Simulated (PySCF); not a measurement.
# Computed spin Hamiltonian

Species: C6H4Cl2F (doublet state).
Numbering: `[CH3:1][C:2]1[CH:3]=[C:4]([Cl:5])[C:6]([Cl:7])=[C:8]1[F:9]` (hydrogens: H10, H11, H12 on C1; H13 on C3)

The calculation used UKS B3LYP, pcH-1 on C Cl F H, non-relativistic, mean-field spin-orbit, GIAO in PySCF 2.14.0. Geometry: GFN2-xTB; no solvent, vibrations or thermal averaging. The geometry wasn't refined by DFT: couplings that depend on bond lengths, twists or pyramidal angles can differ widely from those at the functional's own minimum. Stability of the SCF solution: not tested.

| Quantity | Value |
| --- | --- |
| g1, g2, g3 | 2.00177, 2.00706, 2.00738 |
| g_iso | 2.00540 |
| Form of g | close to axial: the two nearest values differ by 6 % of g3 − g1 |
| ⟨S²⟩ | 0.7646 (exact 0.7500) |
| HOMO–LUMO gap, α and β orbitals | 6.65, 2.18 eV |
| Basis functions | 285 |

Hyperfine couplings atom by atom, in G; T1 to T3 are the principal values of the dipolar part; ρ(0) is the spin density at the nucleus (MHz turned into gauss with g_iso; 10 G = 1 mT):

```tsv
atom	isotope	a_iso	of which spin–orbit	T1	T2	T3	Mulliken spin population	ρ(0) (bohr⁻³)
C1	13C	-6.1	0.0	-0.7	0.1	0.6	-0.04	-0.0152
C2	13C	14.0	-0.1	-14.6	-14.0	28.6	0.48	0.0351
C3	13C	-12.3	0.0	-7.5	3.7	3.8	-0.18	-0.0307
C4	13C	15.7	0.1	-14.6	-13.9	28.5	0.44	0.0391
Cl5	35Cl	1.6	0.0	-7.9	-5.9	13.8	0.08	0.0102
C6	13C	-2.8	0.0	-3.6	-3.0	6.6	0.07	-0.0071
Cl7	35Cl	0.4	0.0	-2.3	-1.9	4.2	0.02	0.0026
C8	13C	-4.7	0.0	-3.0	-2.4	5.4	0.06	-0.0117
F9	19F	5.5	0.0	-14.0	-13.3	27.4	0.01	0.0036
H10	1H	4.7	0.0	-0.9	-0.8	1.7	0.01	0.0030
H11	1H	11.6	0.0	-1.1	-0.7	1.9	0.01	0.0073
H12	1H	31.2	0.0	-1.3	-0.6	1.9	0.03	0.0196
H13	1H	2.7	0.0	-1.4	0.1	1.3	0.01	0.0017
```

The largest Mulliken spin populations are on C2 (+0.48), C4 (+0.44), C3 (-0.18) and Cl5 (+0.08). The positive populations add up to 1.22 and the negative ones to -0.22, together 2S = 1.

The SMILES `C[C]1C=C(Cl)C(Cl)=C1F` draws the unpaired electron on C2, whose computed spin population is only +0.48.

Axes: g2 points within 6° of the C3–H13 bond and g3 points within 11° of the C4–Cl5 bond.

Under fast tumbling the dipolar parts average out, and these isotropic splittings remain: 3 × 1H (H10/H11/H12, I = 1/2, 4 lines) with 1.58 mT, 1 × 19F (F9, I = 1/2, 2 lines) with 0.55 mT, 1 × 1H (H13, I = 1/2, 2 lines) with 0.27 mT, 1 × 35Cl (Cl5, I = 3/2, 4 lines) with 0.16 mT and 1 × 35Cl (Cl7, I = 3/2, 4 lines) with 0.04 mT.

Class means assume fast exchange of nuclei equivalent by connectivity; if that motion is slow, each nucleus keeps its own coupling. The three 1H nuclei of mean +44.5 MHz run from 13.3 to 87.7 MHz in the frozen geometry.

Main isotope only: 35Cl (natural samples also hold 24 % 37Cl, magnetic too, which adds its own pattern).

The 13C coupling of C4 (44.2 MHz) shows only in satellite lines or after enrichment, since that isotope makes up about 1.07 % of natural carbon.

β density exceeds α density at some nuclei, such as C3 (-0.0307), C1 (-0.0152) and C8 (-0.0117), spin density in bohr⁻³. In a single determinant that takes different orbitals for the two spins, that is spin polarisation.
